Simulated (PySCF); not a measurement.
Dipole moment (D) of eight silicon and germanium compounds: PBE beside HF, computed with PySCF for isolated molecules in the bases named; differences from unrounded values. The eight are the first of their class met in an unordered collection, after screening for sound electronic states; none was chosen by its value, except that the dipole had to exceed 0.05 D. Each molecule has one DFT geometry for both levels.

```json
[
 {"molecule": "C₄H₁₀OSi, SMILES CCC(=O)[SiH2]C", "basis": "def2-TZVP", "HF": "2.17", "PBE": "1.54", "difference": "-0.63"},
 {"molecule": "BGe₂H₇, SMILES [GeH3][BH][GeH3]", "basis": "def2-TZVP", "HF": "0.63", "PBE": "0.39", "difference": "-0.24"},
 {"molecule": "GeF2ClBr, SMILES [F][Ge]([F])([Cl])[Br]", "basis": "def2-TZVP", "HF": "1.63", "PBE": "1.39", "difference": "-0.24"},
 {"molecule": "Si(F)(Me)2(SH) (C2H7FSSi), SMILES C[Si](C)(F)S", "basis": "def2-TZVP", "HF": "3.02", "PBE": "2.76", "difference": "-0.26"},
 {"molecule": "C2H8O2Si, SMILES O[Si@@H](C)CO", "basis": "def2-TZVP", "HF": "2.93", "PBE": "2.51", "difference": "-0.41"},
 {"molecule": "CH3F3OSi, SMILES O[Si](F)(F)CF", "basis": "def2-TZVP", "HF": "2.52", "PBE": "2.28", "difference": "-0.24"},
 {"molecule": "Si(H)(F)2(Et) (C2H6F2Si), SMILES C(C)[SiH](F)F", "basis": "def2-TZVP", "HF": "2.47", "PBE": "2.21", "difference": "-0.26"},
 {"molecule": "CH4ClFOSi2, SMILES O=C([SiH2]F)[SiH2]Cl", "basis": "def2-TZVP", "HF": "0.62", "PBE": "0.46", "difference": "-0.16"}
]
```

PBE lies below HF in 8 and above it in 0 of the eight; the mean signed difference is -0.30 and the largest -0.63 D.
